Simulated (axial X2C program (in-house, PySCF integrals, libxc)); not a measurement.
## Worked dissociation energy of TeF: PBE0, scalar-relativistic

Computed with an axial X2C code built on PySCF integrals. Spin-free means the one-electron spin-free X2C Hamiltonian. Basis: Te dyall-cv3z [11s12p8d4f1g], F dyall-av3z [7s6p3d2f] (cores contracted in-house); Gaussian nuclei, density fitting, unrestricted open shells. Masses: Te 129.906 u, F 18.998 u.

Molecular state: M_S = 1/2, Λ = 1 (beyond evenly filled blocks: π+α, π+β, π-α).

- E(Te) (2M_S = 2, M_L = 0): -6793.441327 hartree
- E(F) (2M_S = 1, M_L = 0): -99.770025 hartree
- E(TeF) at Re: -6893.340042 hartree
- ωe: 630.3 cm⁻¹
- ωexe: 2.61 cm⁻¹

(1) Work out De and D0.

One determinant describes the state; a PBE0 search over occupations chose it and may have missed a lower one. Dissociation energies refer to the lowest single-determinant-based atoms at the same level and basis. The functionals have no current-density term, which raises determinants with orbital currents, atoms included. Spin-free De lacks the spin–orbit lowering of the heavy p-block atom, a tenth of an eV or more for 4p and 5p, up to an eV for 6p and one to two eV for 7p atoms, less what an open-shell molecule gains itself.

Each atomic determinant is the lowest at this level and need not be a pure term. Totals compare only within one Hamiltonian and basis.

Results:

(1) De = -6793.441327 + (-99.770025) − (-6893.340042) = 0.12869 hartree = 3.502 eV. The zero-point energy is ωe/2 − ωexe/4 = 314 cm⁻¹ = 0.039 eV, so D0 = 3.463 eV.
